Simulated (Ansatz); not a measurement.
Basis-set extrapolation for H$_{7}$NSSi$_{2}$, SMILES `N[SiH2]S[SiH3]` (PBE0-D4/def2-TZVP geometry, frozen core, Ansatz 0.2.0). Multiplicity 1, RHF reference.

```csv
,def2-TZVPP,def2-QZVPP
HF,-1034.066233,-1034.098770
MP2 correlation,-0.645898,-0.696924
CCSD(T) correlation,-0.732069,not run
```

Energies in hartree. Use E(X) = E(∞) + A·exp(−7.88·√X) for Hartree–Fock and E(X) = E(∞) + B·X^(−2.97) for correlation, with X = 3 and 4, and add CCSD(T) minus MP2 of the smaller set to the MP2 limit.

What is the CCSD(T) energy at the basis-set limit?

HF limit: -1034.098770 + (-0.032537) × 0.13774 = -1034.10325. MP2 limit: -0.696924 + (-0.051026) × 0.74074 = -0.73472. Higher-order term: -0.732069 − (-0.645898) = -0.08617. Total: -1034.92414 hartree, 330.4 kJ/mol below CCSD(T)/def2-TZVPP.
